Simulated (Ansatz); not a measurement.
Reaction (isomerisation): `C[SiH](N)BF` → `B[Si](C)(N)F`

Gas-phase electronic energies from Ansatz, PBE0-D4/def2-TZVP geometries. CBS: MP2 limit from def2 TZ/QZ plus the TZ coupled-cluster correction, frozen cores. Functionals use def2-TZVPP. B3LYP here is the variant with VWN-RPA as its local correlation; programs differ in this. One conformer a species, not always the lowest.

`C[SiH](N)BF`:

Z-matrix (Å, degrees):
```
C
Si 1 1.880
H 1 1.093 2 110.7
H 1 1.094 2 110.5 3 119.4
H 1 1.093 2 111.6 3 -120.3
N 2 1.724 1 116.0 3 59.4
B 2 2.037 1 110.0 3 -179.8
H 2 1.494 1 106.8 3 -60.2
H 6 1.007 2 121.7 1 -64.7
H 6 1.007 2 120.4 1 83.9
F 7 1.326 2 119.7 1 63.2
H 7 1.207 2 125.0 1 -115.8
```

`B[Si](C)(N)F`:

Cartesian coordinates in Å:
```
B 0.529 -1.901 -0.139
Si -0.332 -0.090 -0.252
C 0.750 1.386 -0.577
N -1.096 0.145 1.258
F -1.371 -0.162 -1.490
H -0.128 -2.850 0.183
H 1.691 -2.100 -0.341
H 1.544 1.463 0.169
H 1.216 1.311 -1.563
H 0.168 2.312 -0.557
H -1.660 -0.571 1.684
H -1.310 1.058 1.624
```

```
             level  ΔE (kJ/mol)  difference from CCSD(T)/CBS
            PBE-D4        -12.2                         13.0
         r2SCAN-D4        -21.6                          3.6
           PBE0-D4        -16.7                          8.5
           ωB97X-V        -21.8                          3.4
           ωB97M-V        -22.2                          3.0
            B2PLYP        -21.2                          4.0
              PBE0        -15.7                          9.5
             B3LYP        -18.6                          6.6
     HF/def2-TZVPP        -28.8                         -3.6
    MP2/def2-TZVPP        -23.7                          1.5
CCSD(T)/def2-TZVPP        -21.4                          3.8
     HF/def2-QZVPP        -30.1                         -4.9
SCS-MP2/def2-QZVPP        -26.4                         -1.2
      HF/CBS(def2)        -30.3                         -5.1
     MP2/CBS(def2)        -27.5                         -2.3
    CCSD/CBS(def2)        -27.3                         -2.1
       CCSD(T)/CBS        -25.2                            0
```

Largest T1 diagnostic among the species: 0.012.

In def2-TZVPP, CCSD(T) changes the Hartree–Fock value by +7.3 kJ/mol (the triples alone add +2.1 kJ/mol) and MP2 by +5.0 kJ/mol. From PBE to PBE0 (25 % exact exchange), in def2-TZVPP and without D4, ΔE moves by −4.7 kJ/mol.
